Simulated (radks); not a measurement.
The numbers below are computed, except where a source is named.
Q: Species: Ag32+. Configuration: [Ne] 3s2 3p1 4f2 (not the ground configuration). Code: a radial shooting solver on a logarithmic mesh with Libxc functionals. Model: Dirac Kohn-Sham, LDA (Slater exchange, Perdew-Wang correlation), spin-unpolarised, spherical densities, point nucleus; open shells fill j = l - 1/2 first. Some entries of the table are withheld. Estimate them.

| orbital | occ. | eigenvalue (eV) | <r^2> (bohr^2) |
|---|---|---|---|
| 1s1/2 | 2 | -27123.25 | 0.001309 |
| 2s1/2 | 2 | -5463.466 | 0.02072 |
| 2p1/2 | 2 | -5226.978 | 0.01540 |
| 2p3/2 | 4 | -5046.134 | 0.01662 |
| 3s1/2 | 2 | -2092.881 | 0.1201 |
| 3p1/2 | 1 | (1) | 0.1107 |
| 3p3/2 | 0 | (2) | 0.1159 |
| 3d3/2 | 0 | (3) | (4) |
| 3d5/2 | 0 | (5) | (6) |
| 4s1/2 | 0 | -1085.516 | 0.4221 |
| 4f5/2 | 2 | (7) | 0.2971 |
| 4f7/2 | 0 | (8) | 0.2986 |

A: 
(1) 3p1/2 eigenvalue (eV): -2009.209
(2) 3p3/2 eigenvalue (eV): -1964.859
(3) 3d3/2 eigenvalue (eV): -1843.134
(4) 3d3/2 <r^2> (bohr^2): 0.08837
(5) 3d5/2 eigenvalue (eV): -1832.687
(6) 3d5/2 <r^2> (bohr^2): 0.08971
(7) 4f5/2 eigenvalue (eV): -942.1426
(8) 4f7/2 eigenvalue (eV): -940.6368
